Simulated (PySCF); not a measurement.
PySCF input (M06-2X/def2-TZVPD):

```python
from pyscf import gto, scf, dft

mol = gto.M(
    atom='''
    Sn    0.02705705   -0.00874175   -0.00653606
    O     1.83072166   -0.59148011   -0.44223963
    F    -0.75924037   -0.37420131    1.63564268
    F    -1.01838471    0.94852667   -1.20622937
    ''',
    basis='def2-tzvpd',
    ecp='def2-tzvp',
    charge=1,
    spin=1,
    verbose=4,
)

mf = dft.UKS(mol, xc='m062x').density_fit(auxbasis='def2-universal-jkfit')
mf.grids.level = 4
mf.conv_tol = 1e-9
mf.max_cycle = 100
mf.max_memory = 1500
mf.kernel()
if not mf.converged:
    mf = mf.newton()
    mf.kernel(mf.make_rdm1())
for _ in range(2):
    mo, _, stable, _ = mf.stability(return_status=True)
    if stable:
        break
    mf.kernel(mf.make_rdm1(mo, mf.mo_occ))
mf.analyze()
```

Output:

```
ECP def2-tzvp not found for  O
ECP def2-tzvp not found for  F
PySCF version 2.14.0

[INPUT] verbose = 4
[INPUT] num. atoms = 4
[INPUT] num. electrons = 47
[INPUT] charge = 1
[INPUT] spin (= nelec alpha-beta = 2S) = 1
[INPUT] symmetry False subgroup None
[INPUT] Mole.unit = angstrom
[INPUT] Symbol           X                Y                Z      unit          X                Y                Z       unit  Magmom
[INPUT]  1 Sn     0.027057050000  -0.008741750000  -0.006536060000 AA    0.051130414239  -0.016519513349  -0.012351363334 Bohr   0.0
[INPUT]  2 O      1.830721660000  -0.591480110000  -0.442239630000 AA    3.459562547709  -1.117735416028  -0.835711782129 Bohr   0.0
[INPUT]  3 F     -0.759240370000  -0.374201310000   1.635642680000 AA   -1.434756362013  -0.707137991353   3.090916702850 Bohr   0.0
[INPUT]  4 F     -1.018384710000   0.948526670000  -1.206229370000 AA   -1.924468191345   1.792455628146  -2.279443152707 Bohr   0.0

nuclear repulsion = 197.258157863809
number of shells = 60
number of NR pGTOs = 262
number of NR cGTOs = 176
basis = def2-tzvpd
ecp = def2-tzvp

******** <class 'pyscf.df.df_jk.DFUKS'> ********
method = DFUKS
initial guess = minao
damping factor = 0
level_shift factor = 0
DIIS = <class 'pyscf.scf.diis.CDIIS'>
diis_start_cycle = 1
diis_space = 8
diis_damp = 0
SCF conv_tol = 1e-09
SCF conv_tol_grad = None
SCF max_cycles = 100
direct_scf = False
number electrons alpha = 24  beta = 23
XC library pyscf.dft.libxc version 7.1.2
    S. Lehtola, C. Steigemann, M. J. T. Oliveira, and M. A. L. Marques,  SoftwareX 7, 1–5 (2018)
XC functionals = m062x
    Y. Zhao and D. G. Truhlar,  Theor. Chem. Acc. 120, 215 (2008)
    Y. Zhao and D. G. Truhlar,  Theor. Chem. Acc. 120, 215 (2008)
radial grids:
    Treutler-Ahlrichs [JCP 102, 346 (1995); DOI:10.1063/1.469408] (M4) radial grids

becke partition: Becke, JCP 88, 2547 (1988); DOI:10.1063/1.454033
pruning grids: <function nwchem_prune>
grids dens level: 4
symmetrized grids: False
atomic radii adjust function: <function treutler_atomic_radii_adjust>
small_rho_cutoff = 0
Set gradient conv threshold to 3.16228e-05
tot grids = 118064
******** <class 'pyscf.df.df.DF'> ********
auxbasis = def2-universal-jkfit
init E= -452.033145151118
  alpha nocc = 24  HOMO = -0.75091158650728  LUMO = -0.669454196799805
  beta  nocc = 23  HOMO = -0.757770076251854  LUMO = -0.75091158650728

[...]
  beta  nocc = 23  HOMO = -0.687742703935456  LUMO = -0.393418632084714
  HOMO = -0.687742703935  LUMO = -0.393418632085  gap/eV = 8.00897
Extra cycle  E= -488.785200211566  delta_E= -3.47e-11  |g|= 3.93e-06  |ddm|= 1.11e-05
converged SCF energy = -488.785200211566  <S^2> = 0.76032265  2S+1 = 2.0102961
uhf_internal: lowest eigs of H = [0.01110718 0.15575561 0.24538415]
<class 'pyscf.df.df_jk.DFUKS'> wavefunction is stable in the internal stability analysis
**** SCF Summaries ****
Total Energy =                        -488.785200211566121
Nuclear Repulsion Energy =             197.258157863809174
One-electron Energy =                -1138.539892133641388
Two-electron Energy =                  452.496534058266093
Two-electron Coulomb Energy =          499.670659303017544
DFT Exchange-Correlation Energy =      -47.174125244751437
HOMO-LUMO gap [eV] =                     8.008965934108751
**** MO energy ****
                             alpha | beta                alpha | beta
MO #1   energy= -25.4999842273691  | -25.5002380116323  occ= 1 | 1
MO #2   energy= -25.4999551316862  | -25.5002093607839  occ= 1 | 1
MO #3   energy= -20.0016438808442  | -19.9845178771813  occ= 1 | 1
MO #4   energy= -5.69647678622516  | -5.69663534037966  occ= 1 | 1
MO #5   energy= -4.02056991750641  | -4.0209177193436   occ= 1 | 1
MO #6   energy= -4.00741117341136  | -4.00716567267547  occ= 1 | 1
MO #7   energy= -4.00642485984083  | -4.00640605758095  occ= 1 | 1
MO #8   energy= -1.60269819002603  | -1.60309663873218  occ= 1 | 1
MO #9   energy= -1.59920830289799  | -1.59989858007007  occ= 1 | 1
MO #10  energy= -1.53766021142874  | -1.53165535382686  occ= 1 | 1
MO #11  energy= -1.5243092636896   | -1.52456652092171  occ= 1 | 1
MO #12  energy= -1.52328034106849  | -1.52369064792948  occ= 1 | 1
MO #13  energy= -1.49315003987975  | -1.49308478640388  occ= 1 | 1
MO #14  energy= -1.47216388244253  | -1.4717386762551   occ= 1 | 1
MO #15  energy= -1.37727913401308  | -1.29202235904172  occ= 1 | 1
MO #16  energy= -0.877752320688895 | -0.87442304415983  occ= 1 | 1
MO #17  energy= -0.807686547524994 | -0.795214239610203 occ= 1 | 1
MO #18  energy= -0.789549238033487 | -0.782319550700911 occ= 1 | 1
MO #19  energy= -0.780889879012506 | -0.780752050442132 occ= 1 | 1
MO #20  energy= -0.775795809570064 | -0.764882065070118 occ= 1 | 1
MO #21  energy= -0.764256501548854 | -0.761467646789958 occ= 1 | 1
MO #22  energy= -0.760379026656571 | -0.717468542269046 occ= 1 | 1
MO #23  energy= -0.744493438223164 | -0.687742703935456 occ= 1 | 1
MO #24  energy= -0.72738167915887  | -0.393418632084714 occ= 1 | 0
MO #25  energy= -0.373844742897575 | -0.365470325366065 occ= 0 | 0
MO #26  energy= -0.311716367346435 | -0.309128139465759 occ= 0 | 0
MO #27  energy= -0.180428736754364 | -0.163516609063257 occ= 0 | 0
MO #28  energy= -0.161123701282717 | -0.163204292242658 occ= 0 | 0
MO #29  energy= -0.130514330114899 | -0.130582431915109 occ= 0 | 0
MO #30  energy= -0.0873208781315635 | -0.0895871365647954 occ= 0 | 0
MO #31  energy= -0.0870934426846837 | -0.0875637278430322 occ= 0 | 0
MO #32  energy= -0.0826426605770124 | -0.0824456131269844 occ= 0 | 0
MO #33  energy= -0.0796037367742014 | -0.0793306840681892 occ= 0 | 0
MO #34  energy= -0.0623253415782055 | -0.0633784181407898 occ= 0 | 0
MO #35  energy= -0.0564809541143359 | -0.0560810504074017 occ= 0 | 0
MO #36  energy= -0.0542609835790142 | -0.0533735647554065 occ= 0 | 0
MO #37  energy= -0.0448344394306827 | -0.0429876211494204 occ= 0 | 0
MO #38  energy= -0.0103879286441043 | -0.0154357498874103 occ= 0 | 0
MO #39  energy= 0.00358639298803861 | 0.0023232138892073 occ= 0 | 0
MO #40  energy= 0.0128203354685025 | 0.0142242435579849 occ= 0 | 0
MO #41  energy= 0.0255156472496322 | 0.0248707687798909 occ= 0 | 0
MO #42  energy= 0.0263682771456509 | 0.0255126648961413 occ= 0 | 0
MO #43  energy= 0.0298545341544323 | 0.0298434701604971 occ= 0 | 0
MO #44  energy= 0.0360012543709431 | 0.0384692204507994 occ= 0 | 0
MO #45  energy= 0.0802228085813711 | 0.0761891804341962 occ= 0 | 0
MO #46  energy= 0.0831566264058358 | 0.0800737701174609 occ= 0 | 0
MO #47  energy= 0.0852735121561194 | 0.0847395200902938 occ= 0 | 0
MO #48  energy= 0.0902851090582615 | 0.0909757043767723 occ= 0 | 0
MO #49  energy= 0.0978764757806149 | 0.0971783785376398 occ= 0 | 0
MO #50  energy= 0.10413922844606   | 0.103569643910766  occ= 0 | 0
MO #51  energy= 0.15075862813582   | 0.144357009441663  occ= 0 | 0
MO #52  energy= 0.171548441628848  | 0.17112718923346   occ= 0 | 0
MO #53  energy= 0.178427716455282  | 0.173757908275691  occ= 0 | 0
MO #54  energy= 0.207273427855137  | 0.203616447299566  occ= 0 | 0
MO #55  energy= 0.226098790566024  | 0.219367761012143  occ= 0 | 0
MO #56  energy= 0.252570214348484  | 0.241175374324493  occ= 0 | 0
MO #57  energy= 0.281234691482563  | 0.281846281504654  occ= 0 | 0
MO #58  energy= 0.314265023363632  | 0.292745288084035  occ= 0 | 0
MO #59  energy= 0.335411574989387  | 0.335990272926251  occ= 0 | 0
MO #60  energy= 0.353981813184305  | 0.353852473425628  occ= 0 | 0
MO #61  energy= 0.362254317989868  | 0.359781732774818  occ= 0 | 0
MO #62  energy= 0.364795601157073  | 0.36386376720118   occ= 0 | 0
MO #63  energy= 0.397656358884112  | 0.394678804634551  occ= 0 | 0
MO #64  energy= 0.415036373991932  | 0.415678731403076  occ= 0 | 0
MO #65  energy= 0.429662112203006  | 0.431441223669644  occ= 0 | 0
MO #66  energy= 0.434145591444723  | 0.434149322871428  occ= 0 | 0
MO #67  energy= 0.469375980844607  | 0.469950464318394  occ= 0 | 0
MO #68  energy= 0.498073256045106  | 0.499688246404563  occ= 0 | 0
MO #69  energy= 0.503068953086316  | 0.502970980771632  occ= 0 | 0
MO #70  energy= 0.503812121584052  | 0.504192283232377  occ= 0 | 0
MO #71  energy= 0.527271857601915  | 0.526852924955983  occ= 0 | 0
MO #72  energy= 0.556478168499953  | 0.559325089588683  occ= 0 | 0
MO #73  energy= 0.570260568572392  | 0.564787817725824  occ= 0 | 0
MO #74  energy= 0.583690559177053  | 0.582385246105396  occ= 0 | 0
MO #75  energy= 0.600711813828487  | 0.602039096351748  occ= 0 | 0
MO #76  energy= 0.618531372452708  | 0.619380952041005  occ= 0 | 0
MO #77  energy= 0.629837752260838  | 0.629534727815392  occ= 0 | 0
MO #78  energy= 0.642643879619116  | 0.643956927102384  occ= 0 | 0
MO #79  energy= 0.732223373214599  | 0.733168058663544  occ= 0 | 0
MO #80  energy= 0.756344618752029  | 0.755676283446265  occ= 0 | 0
MO #81  energy= 0.778168045681453  | 0.757510215662415  occ= 0 | 0
MO #82  energy= 0.780728926555521  | 0.778010246985564  occ= 0 | 0
MO #83  energy= 0.787196935055845  | 0.78456636178582   occ= 0 | 0
MO #84  energy= 0.798182071199006  | 0.803463921100496  occ= 0 | 0
MO #85  energy= 0.822407396413003  | 0.821669877412493  occ= 0 | 0
MO #86  energy= 0.825197297198645  | 0.826905704060548  occ= 0 | 0
MO #87  energy= 0.879212134023454  | 0.881812730919751  occ= 0 | 0
MO #88  energy= 0.914342161275652  | 0.915370690269864  occ= 0 | 0
MO #89  energy= 0.960408385451572  | 0.961983321413009  occ= 0 | 0
MO #90  energy= 0.961547281624299  | 0.962561552762643  occ= 0 | 0
MO #91  energy= 0.966314861875873  | 0.967179527486938  occ= 0 | 0
MO #92  energy= 0.989016272755788  | 0.989095306526858  occ= 0 | 0
MO #93  energy= 1.00637526323704   | 1.00743622366953   occ= 0 | 0
MO #94  energy= 1.0069419300668    | 1.01352922605881   occ= 0 | 0
MO #95  energy= 1.09411276498654   | 1.09418811781519   occ= 0 | 0
MO #96  energy= 1.22129035155973   | 1.22326112378156   occ= 0 | 0
MO #97  energy= 1.31201490175102   | 1.31259085422354   occ= 0 | 0
MO #98  energy= 1.48287170403574   | 1.51199714409091   occ= 0 | 0
MO #99  energy= 1.48845892554339   | 1.52730033870469   occ= 0 | 0
MO #100 energy= 1.61833020758584   | 1.63096655472638   occ= 0 | 0
MO #101 energy= 1.61950630228299   | 1.64446835412651   occ= 0 | 0
MO #102 energy= 1.89306788196201   | 1.90073480162281   occ= 0 | 0
MO #103 energy= 2.02334573115159   | 2.02224864922196   occ= 0 | 0
MO #104 energy= 2.03524694918627   | 2.03597157433455   occ= 0 | 0
[...]
```
